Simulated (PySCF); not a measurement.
GeI3 (SMILES [I][Ge]([I])[I]), doublet, at a GFN2-xTB geometry (core potentials on I); DF-HF/def2-SVP run with PySCF.

PySCF was given this input:
```python
from pyscf import gto, scf

mol = gto.Mole()
mol.atom = '''
    I     2.252067   -0.944210   -0.111617
    Ge   -0.011190    0.009781    0.775072
    I    -1.938996   -1.479441   -0.165371
    I    -0.306315    2.417746   -0.190980
'''
mol.basis = 'def2-svp'
mol.ecp = {'I': 'def2-svp'}
mol.charge = 0
mol.spin = 1
mol.verbose = 4
mol.build()

mf = scf.UHF(mol)
mf.conv_tol = 1e-7
mf = mf.density_fit(auxbasis='def2-universal-jkfit')
mf.kernel()
```

Question: Write the output that PySCF gives for this input, abridged.

Answer: 
```
PySCF version 2.14.0

[INPUT] verbose = 4
[INPUT] num. atoms = 4
[INPUT] num. electrons = 107
[INPUT] charge = 0
[INPUT] spin (= nelec alpha-beta = 2S) = 1
[INPUT] symmetry False subgroup None
[INPUT] Mole.unit = angstrom
[INPUT] Symbol           X                Y                Z      unit          X                Y                Z       unit  Magmom
[INPUT]  1 I      2.252067000000  -0.944210000000  -0.111617000000 AA    4.255789844171  -1.784298304076  -0.210925560846 Bohr   0.0
[INPUT]  2 Ge    -0.011190000000   0.009781000000   0.775072000000 AA   -0.021146035334   0.018483411224   1.464673806819 Bohr   0.0
[INPUT]  3 I     -1.938996000000  -1.479441000000  -0.165371000000 AA   -3.664171396627  -2.795738307453  -0.312505898945 Bohr   0.0
[INPUT]  4 I     -0.306315000000   2.417746000000  -0.190980000000 AA   -0.578851457846   4.568877778763  -0.360899895269 Bohr   0.0

nuclear repulsion = 721.183297168485
number of shells = 42
number of NR pGTOs = 257
number of NR cGTOs = 110
basis = def2-svp
ecp = {'I': 'def2-svp'}

******** <class 'pyscf.df.df_jk.DFUHF'> ********
method = DFUHF
initial guess = minao
damping factor = 0
level_shift factor = 0
DIIS = <class 'pyscf.scf.diis.CDIIS'>
diis_start_cycle = 1
diis_space = 8
diis_damp = 0
SCF conv_tol = 1e-07
SCF conv_tol_grad = None
SCF max_cycles = 50
direct_scf = False
number electrons alpha = 54  beta = 53
Set gradient conv threshold to 0.000316228
******** <class 'pyscf.df.df.DF'> ********
auxbasis = def2-universal-jkfit
init E= -2867.60786737813

cycle= 1 E= -2962.37589641849  delta_E= -94.8  |g|= 2.61  |ddm|= 9.23
cycle= 2 E= -2964.26248213166  delta_E= -1.89  |g|= 1.37  |ddm|= 5.97
cycle= 3 E= -2965.07344939804  delta_E= -0.811  |g|= 0.366  |ddm|= 2.02
cycle= 4 E= -2965.1538287672  delta_E= -0.0804  |g|= 0.0959  |ddm|= 0.657
cycle= 5 E= -2965.16126025716  delta_E= -0.00743  |g|= 0.0292  |ddm|= 0.162
cycle= 6 E= -2965.16350828838  delta_E= -0.00225  |g|= 0.0147  |ddm|= 0.124
cycle= 7 E= -2965.16425430642  delta_E= -0.000746  |g|= 0.00535  |ddm|= 0.0895
cycle= 8 E= -2965.16436388388  delta_E= -0.00011  |g|= 0.00226  |ddm|= 0.0334
cycle= 9 E= -2965.16438542711  delta_E= -2.15e-05  |g|= 0.00128  |ddm|= 0.0124
cycle= 10 E= -2965.164393725  delta_E= -8.3e-06  |g|= 0.000714  |ddm|= 0.00809
cycle= 11 E= -2965.1643966657  delta_E= -2.94e-06  |g|= 0.000274  |ddm|= 0.00609
cycle= 12 E= -2965.16439701123  delta_E= -3.46e-07  |g|= 0.000114  |ddm|= 0.00214
cycle= 13 E= -2965.16439706274  delta_E= -5.15e-08  |g|= 4.89e-05  |ddm|= 0.000749
Extra cycle  E= -2965.16439706924  delta_E= -6.49e-09  |g|= 3.41e-05  |ddm|= 0.000155
converged SCF energy = -2965.16439706924  <S^2> = 0.77971661  2S+1 = 2.0294991
```
